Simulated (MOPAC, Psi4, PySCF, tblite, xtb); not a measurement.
Dimer CO2 ··· CH4S (SMILES O=C=O and CS) at R = 4.55 Å between the centres of mass, closest contact 2.43 Å (a higher rigid-body minimum at GFN2-xTB). Geometry in Å and degrees:

```
S
H 1 1.3428
C 1 1.8231 2 97.07
H 3 1.0879 1 111.32 2 61.80
H 3 1.0879 4 110.35 1 124.12
H 3 1.0886 4 108.79 5 119.28
O 2 2.4309 1 137.37 3 149.91
C 7 1.1597 2 128.08 1 9.59
O 8 1.1597 2 144.26 1 7.59
```

Levels: GFN2-xTB (tblite); SAPT0/jun-cc-pVDZ, frozen core (Psi4); BLYP/def2-TZVP, counterpoise-corrected (Psi4); BLYP-D3(BJ)/def2-TZVP, counterpoise-corrected (Psi4); PBE/def2-TZVP, counterpoise-corrected (Psi4); PBE-D3(BJ)/def2-TZVP, counterpoise-corrected (Psi4); HF/aug-cc-pVDZ, counterpoise-corrected (Psi4); MP2/aug-cc-pVDZ = Psi4 1.11 with DF-MP2/aug-cc-pVDZ, frozen core, counterpoise-corrected; SCS-MP2/aug-cc-pVDZ = DF-SCS-MP2/aug-cc-pVDZ, frozen core, counterpoise-corrected in Psi4 1.11; AM1, restricted, heats of formation (MOPAC); PM7, restricted, heats of formation (MOPAC); GFN1-xTB (xtb); RKS-B3LYP/6-31G* = restricted B3LYP/6-31G*, spherical d, no counterpoise correction (PySCF 2.14.0); RMP2/6-31G* = restricted MP2 (frozen core)/6-31G*, spherical d, no counterpoise correction run with PySCF 2.14.0; RKS-M06-2X/6-31G* = restricted M06-2X/6-31G*, spherical d, no counterpoise correction in PySCF 2.14.0; RKS-B3LYP/3-21G = restricted B3LYP/3-21G, no counterpoise correction (PySCF).

### Question
What interaction energy does each level give?

### Answer

```json
[
 {"method": "RKS-B3LYP/3-21G", "E_int / kcal/mol": "-2.21"},
 {"method": "GFN2-xTB", "E_int / kcal/mol": "-1.42"},
 {"method": "PM7", "E_int / kcal/mol": "-1.17"},
 {"method": "RKS-M06-2X/6-31G*", "E_int / kcal/mol": "-1.15"},
 {"method": "RMP2/6-31G*", "E_int / kcal/mol": "-1.08"},
 {"method": "PBE-D3(BJ)/def2-TZVP", "E_int / kcal/mol": "-1.02"},
 {"method": "GFN1-xTB", "E_int / kcal/mol": "-1.01"},
 {"method": "BLYP-D3(BJ)/def2-TZVP", "E_int / kcal/mol": "-0.86"},
 {"method": "MP2/aug-cc-pVDZ", "E_int / kcal/mol": "-0.85"},
 {"method": "SAPT0/jun-cc-pVDZ", "E_int / kcal/mol": "-0.76"},
 {"method": "RKS-B3LYP/6-31G*", "E_int / kcal/mol": "-0.65"},
 {"method": "AM1", "E_int / kcal/mol": "-0.60"},
 {"method": "SCS-MP2/aug-cc-pVDZ", "E_int / kcal/mol": "-0.52"},
 {"method": "PBE/def2-TZVP", "E_int / kcal/mol": "-0.39"},
 {"method": "BLYP/def2-TZVP", "E_int / kcal/mol": "0.33"},
 {"method": "HF/aug-cc-pVDZ", "E_int / kcal/mol": "0.34"}
]
```
